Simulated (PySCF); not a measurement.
**O²⁺: ionisation energy**

O²⁺ [He] 2s2 2p2 (3P) → O³⁺ [He] 2s2 2p1 (2P), as a difference of total energies. Calculation: PySCF 2.14, in aug-cc-pVTZ-DK (5s4p3d2f, 46 functions); the spin-free X2C one-electron Hamiltonian (Gaussian nucleus). Correlated levels: valence: 1s2 frozen. The calculations carry no spin-orbit coupling.

| method | ionisation energy (eV) |
| --- | --- |
| UHF | 54.578 |
| MP2 (valence) | 54.959 |
| SCS-MP2 (valence) | 54.815 |
| CCSD (valence) | 54.747 |
| CCSD(T) (valence) | 54.757 |
| CCSDT (valence) | 54.759 |

Task: How much does correlation contribute at CCSD(T) (valence)?

Result: 54.757 − (54.578) = 0.179 eV, measured against UHF.

A first-order spin-orbit estimate (lowest level to lowest level, LS coupling) adds -0.005 eV.

Errors of the correlated levels include the incompleteness of this basis and the frozen core.

For comparison: 54.936 eV (semi-empirical (NIST evaluation); NIST Atomic Spectra Database, ionization energies).
